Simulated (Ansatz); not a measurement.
A run for Ansatz (an electronic-structure program): R-PBE0/def2-TZVPPD on HF (SMILES F) with ghost functions, monomers drawn apart or pushed together. Files ending in .json are basis or fitting sets from the Basis Set Exchange.

Ansatz 0.2 input:
```yaml
crystal:
  periodic: [false, false, false]
  atoms:
    - {symbol: F, position_ang: [0.39017373, 0.00140340, 0.46205031]}
    - {symbol: H, position_ang: [-0.15532494, -0.47250319, 1.09499187]}
basis:
  gaussian:
    orbitals: def2-TZVPPD.json
    ghost_atoms:
      - {symbol: O, position_ang: [-0.72339943, -0.77776779, 2.86123494]}
      - {symbol: C, position_ang: [-0.14205075, -0.02819805, 3.61874703]}
      - {symbol: O, position_ang: [0.75846389, 0.87305378, 3.27065281]}
      - {symbol: H, position_ang: [-0.31284053, -0.02590221, 4.69945773]}
      - {symbol: H, position_ang: [0.88617687, 0.84334661, 2.29590522]}
hamiltonian:
  xc: {name: PBE0}
scf: {lower_state_search: off}
```

The log:

```
WARN ansatz: RAYON_NUM_THREADS=1 ignored (pool sized by the plan → 1); use --threads N
Functional definition: PBE0
these checks for a lower state are left out or cut short: stability, starts, cluster_reference, orbital_swaps, neighbouring_geometries, increment
integrals: 0.09 GiB planned
880 factors; their error is unknown
mean field: 0.87 GiB planned
mean field evaluation 1: about -2730.4720 eV, gradient 3.1e1 eV
mean field evaluation 2: about -2728.5269 eV, gradient 5.0e1 eV
mean field evaluation 4: about -2731.8660 eV, gradient 1.7e-1 eV
mean field evaluation 8: about -2731.8744 eV, gradient 9.8e-3 eV
mean field -2731.87437561 eV, -100.3945315726 hartree, gradient 7.0e-6 eV, S^2 0.000000; 0 other end points of the search recorded, 0 dependent functions left out
reference -2731.87440154 eV, -100.3945325257 hartree; 5, 5 occupied and 203, 203 virtual orbitals, 880 factors
Total energy: -2731.87440154 eV, -100.3945325257 hartree
Checks for a lower state left out: stability, starts, cluster_reference, orbital_swaps, neighbouring_geometries, increment
```

The calculation finished and met its thresholds.

Cost: roughly 1.3 core-seconds.
